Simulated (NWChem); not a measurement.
Molecule: GeH4S3; SMILES [SH][GeH]([SH])[SH]

```xyz
8

Ge    -0.0029     0.0528    -0.3491
S     -1.7430    -1.0532     0.5636
S      0.1374     2.2115     0.2454
S      1.8499    -0.9953     0.3729
H     -0.1333     0.0763    -1.8888
H     -2.6631    -0.4836    -0.2473
H      0.1420     1.9637     1.5737
H      1.3704    -2.2372     0.1344
```
Atoms are numbered in this order, from 1.

Computed with NWChem. Pople sets run with spherical d functions. The geometry was optimised at B3LYP/6-31G* (spherical d). Vzz is the largest principal value of the second derivative of the potential at the nucleus (NWChem prints the opposite sign); η is the asymmetry. Non-relativistic.

For level PBE0/6-31G*:

* **Vzz Ge1 (a.u.)**: -0.847
* **Vzz S3 (a.u.)**: -2.150

Question: What are these values for level PBE/def2-SVP?

Answer: 
| Property | Result |
|---|---|
| Vzz Ge1 (a.u.) | -0.715 |
| Vzz S3 (a.u.) | -2.106 |
